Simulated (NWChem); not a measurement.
System: C$_{2}$H$_{4}$BNO$_{2}$; SMILES OB1C=NCO1

NWChem input:

```
start job
memory heap 200 mb stack 900 mb global 1100 mb
geometry units angstroms noautoz
  O      0.175730    -2.128578     0.000000
  B      0.086040    -0.774988     0.000000
  C      1.226038     0.307142     0.000000
  N      0.697288     1.483368     0.000000
  C     -0.743541     1.325934     0.000000
  O     -1.091214    -0.065775     0.000000
  H     -0.698930    -2.547120     0.000000
  H      2.312506     0.220730     0.000000
  H     -1.169482     1.801606    -0.891153
  H     -1.169482     1.801606     0.891153
end
basis spherical
  * library def2-tzvp
end
dft
  xc b3lyp
  iterations 150
  semidirect filesize 400000000
  mulliken
end
task dft energy
```

Coordinates come from a B3LYP/6-31G* (spherical d) optimisation.

**Question.** Predict the main results of this run. (B3LYP/def2-TZVP.) Quantities: energy (Ha); highest occupied level (eV); orbital gap (eV); dipole (D).

**Answer.** 
```yaml
energy (Ha): -308.88
highest occupied level (eV): -7.63
orbital gap (eV): 6.15
dipole (D): 1.49
```
